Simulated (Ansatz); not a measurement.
`F[SiH](Cl)[GeH3]` + H₂ → `Cl[SiH2][GeH3]` + H–F at 700 K and 1 bar (hydrogenolysis of the Si–F bond).

Gas-phase electronic energies from Ansatz, PBE0-D4/def2-TZVP geometries. CBS: MP2 limit from def2 TZ/QZ plus the TZ coupled-cluster correction, frozen cores. This one scheme is used for every species. For Ge outer-core shells are correlated without core-valence functions, which leaves a few kJ/mol of doubt a bond. Scalar relativity is left out up to krypton.

| species | CCSD(T)/CBS energy (Eh) | H − E (kJ/mol) | S (J/(mol·K)) |
| --- | --- | --- | --- |
| `F[SiH](Cl)[GeH3]` | -2927.27769 | 168.5 | 462.6 |
| H₂ | -1.17544 | 46.8 | 155.3 |
| `Cl[SiH2][GeH3]` | -2828.01436 | 176.2 | 434.7 |
| H–F | -100.39570 | 45.2 | 198.5 |

H − E and S are ideal-gas, rigid-rotor, harmonic terms from PBE0-D4/def2-TZVP, for one conformer and one mirror image of each species. The MP2-based limit puts H₂ 0.8 mEh under its directly extrapolated value; such offsets cancel only in part. 1 Eh = 2625.50 kJ/mol, R = 8.31446 J/(mol·K).

Problem. By hand: ΔE, ΔH, ΔS and ΔG.

Solution. ΔE = (-2828.01436) + (-100.39570) − (-2927.27769) − (-1.17544) = 0.04307 Eh = 113.1 kJ/mol. Δ(H − E) = 176.2 + 45.2 − 168.5 − 46.8 = 6.1, so ΔH = 119.2 kJ/mol. ΔS = 434.7 + 198.5 − 462.6 − 155.3 = 15.3 J/(mol·K). ΔG = 119.2 − 700 × (15.3)/1000 = 108.5 kJ/mol.

Problem. By hand: the equilibrium constant, and the temperature at which ΔG would vanish if ΔH and ΔS stayed fixed.

Solution. log₁₀ K = −ΔG/(RT ln 10) = -8.1. ΔG = 0 at ΔH/ΔS = 7791 K, far beyond where these terms or the molecules hold.

ΔH outweighs TΔS. A doubt of 5 kJ/mol in ΔE shifts log₁₀ K by 0.4 here. Other conformers and mirror images would add mixing entropy, several J/(mol·K) or more a flexible species. These are equilibria of isolated gas molecules and say nothing of rates. Largest T1 diagnostic: 0.012 (customary marks: 0.02 for closed shells, 0.045 for open ones).
